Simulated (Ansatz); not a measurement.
Z-matrix (Å, degrees):
```
C
Si 1 1.852
H 1 1.092 2 110.0
H 1 1.093 2 110.1 3 -119.7
H 1 1.092 2 110.7 3 120.1
Cl 2 2.059 1 110.0 3 -60.3
S 2 2.138 1 107.0 3 179.4
H 2 1.478 1 112.9 3 58.1
Si 7 2.125 2 101.4 1 170.9
Cl 9 2.052 7 112.2 2 54.8
H 9 1.476 7 111.7 2 -65.4
H 9 1.479 7 105.4 2 172.9
```

Charge 0, multiplicity 1.

Question: List the ωB97M-V/def2-TZVPP orbital energies in eV (Ansatz). (An estimate is asked.)

Answer: The calculation gave: Occupied: -2772.04, -2771.99, -2426.80, -1808.58, -1808.50, -281.49, -262.44, -262.39, -220.85, -199.91, -199.86, -199.79, -199.79, -199.75, -199.74, -163.92, -163.88, -163.80, -149.51, -149.42, -103.66, -103.62, -103.59, -103.57, -103.54, -103.48, -26.09, -25.95, -23.46, -22.67, -17.91, -16.83, -14.69, -14.63, -13.78, -13.61, -13.38, -13.06, -12.40, -12.36, -11.38, -11.31, -11.24, -10.94, -10.07. Lowest empty: 1.60, 1.77, 2.14, 2.50, 2.79, 3.15, 3.37, 3.87.
